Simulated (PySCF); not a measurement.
**Correlation energy of B (boron, neutral)**

[He] 2s2 2p1, 2P determinant. Computed with PySCF 2.14 in 6-31G* (3s2p1d, 14 functions), with no relativity, point nucleus. Frozen: 1s2; 3 electrons correlated.

MP2 pair energies summed by pair of shells (mhartree):

```tsv
pair	energy	share (%)
2s-2s	-22.22	61.6
2s-2p	-13.84	38.4
```

Total MP2 correlation energy: -36.05 mhartree.

Same-spin part -2.27 and opposite-spin part -33.78 mhartree; SCS-MP2 scales them by 1/3 and 6/5 to -41.30 mhartree.

```
  level  correlation energy (mhartree)
   CCSD                         -56.34
    (T)                          -0.77
CCSD(T)                         -57.11
```

Diagnostics: T1 = 0.0095, D1 = 0.0166, largest double amplitude 0.145.

**Question.** Is a single reference adequate?

**Answer.** Mostly. T1 lies below 0.03, but a double amplitude of this size points to a near-degeneracy that CCSD handles and MP2 describes poorly.
